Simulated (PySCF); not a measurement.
**Two-component Hartree-Fock for Ta⁷⁰⁺ (tantalum, charge +70)**

Start: [He] 2s1; 2s1/2 filled at m_j = +1/2. Calculated with PySCF 2.14 in an even-tempered Gaussian basis (16 s from 57 bohr⁻², ratio 2.4; 13 p from 74 bohr⁻², ratio 2.4; 5 d from 230 bohr⁻², ratio 2.6; 4 f from 340 bohr⁻², ratio 2.6): generalised Hartree-Fock with the X2C-1e Hamiltonian and a Gaussian nucleus; one run each with spin-orbit coupling (SO) switched off, then screened by Boettger's factors.

| spinor shell | electrons | ε, spin-free (eV) | ε, screened SO (eV) | weight of nominal j (screened SO) | rms radius, screened SO (bohr) |
| --- | --- | --- | --- | --- | --- |
| 1s1/2 | 2 | -76593.2 | -76593.2 | 1.000 | 0.0210 |
| 2s1/2 | 1 | -19113.5 | -19113.5 | 1.000 | 0.0812 |

| quantity | spin-free | screened SO |
| --- | --- | --- |
| E (hartree) | -6418.95044 | -6418.95044 |
| M_J | 1/2 | 1/2 |
| ⟨J²⟩ | 0.750 | 0.750 |
| ⟨L²⟩ | 0.000 | 0.000 |
| ⟨S²⟩ | 0.750 | 0.750 |

Each row is a mean over spinors that exchange with the open shell spreads, by up to 66.154 eV (1s1/2).

Breit and QED terms are absent; they matter most for the inner s and p1/2 levels.

Densities and radii are taken from the X2C orbitals without a picture-change correction, which distorts them close to the nucleus.

Without spin-orbit coupling the j labels of p, d and f shells carry no meaning; the spin-free column gives the mean over the occupied spinors of each nl shell.
